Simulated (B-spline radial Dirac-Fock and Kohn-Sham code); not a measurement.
Dy⁵⁰⁺: scattering cross sections and density moments

System: dysprosium as Dy⁵⁰⁺ in the configuration [Ne] 3s2 3p4.

Level of theory: Dirac-Fock orbitals of the configuration average with a finite nucleus; an atomic code on a B-spline grid.

| Item | Value |
| --- | --- |
| Sum of ⟨r⟩ | 1.957 bohr |
| Sum of ⟨r²⟩ | 0.3743 bohr² |
| Sum of ⟨1/r⟩ | 325.90 per bohr |
| Langevin diamagnetic susceptibility | -0.296 × 10⁻⁶ cm³/mol |
| Lamb shielding (α²/3)Σ⟨1/r⟩ | 5785 ppm |

Coherent scattering is the Thomson cross section weighted by f₀², without anomalous dispersion; incoherent scattering is Klein-Nishina weighted by S. The Lamb formula is the non-relativistic shielding expression. Electron correlation is left out. A dash stands where the photon energy is too low for the impulse approximation behind that column.

```tsv
hν (keV)	coherent (b)	incoherent (b)	incoherent per electron (b)
1	170.1	–	–
8.0478	158.7	–	–
10	153.1	–	–
17.4793	126.7	–	–
20	117.6	1.795	0.112
50	51.19	4.080	0.255
500	1.258	4.356	0.272
1000	0.3318	3.299	0.206
```

Incoherent scattering overtakes coherent scattering between 50 and 500 keV.

Values without a named source are computed, but for edge energies of neutral atoms, which are taken from tables.
